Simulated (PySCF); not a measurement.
H3O3Si, SMILES O[Si](O)O (connectivity only; charge and spin as stated), charge +1, multiplicity 1.

The structure is a stationary point at r2SCAN-D4/def2-SVP. The multiplicity is an assumed one; other spin states were not compared. The isomer is the one that the SMILES or the coordinates give; other isomers of the formula were not compared. Other conformers were not sampled.

Two levels are set side by side: TDDFT-PBE/def2-SVPD (PySCF) and TDDFT-LC-ωPBE/def2-SVPD (PySCF). Vertical, same geometry. The lowest singlet is HOMO→LUMO 100 % with PBE and HOMO→LUMO 91 % with the other functional; states are paired by order. Differences are taken from unrounded values.

```
quantity                               TDDFT-PBE
-------------------------------------  ---------
lowest singlet excitation (eV)              6.78
lowest triplet excitation (TDA) (eV)        6.45
first bright state (f over 0.05) (eV)       8.48
its oscillator strength                     0.05
```

Task: These are the TDDFT-PBE values. What does TDDFT-LC-ωPBE give? (The exact figures need the calculation; the answer reports its results.)

Result: 
```tsv
quantity	TDDFT-LC-ωPBE	TDDFT-PBE minus TDDFT-LC-ωPBE
lowest singlet excitation (eV)	8.29	-1.51
lowest triplet excitation (TDA) (eV)	7.80	-1.35
first bright state (f over 0.05) (eV)	9.93	-1.44
its oscillator strength	0.16	-0.10
```

Functionals without exact exchange tend to place singlet excitations lower, as here. Differences between two approximate levels are no errors against the true value.

Rough cost on one machine, each run with all the roots and properties that it gave: TDDFT-LC-ωPBE against TDDFT-PBE about 4 times.
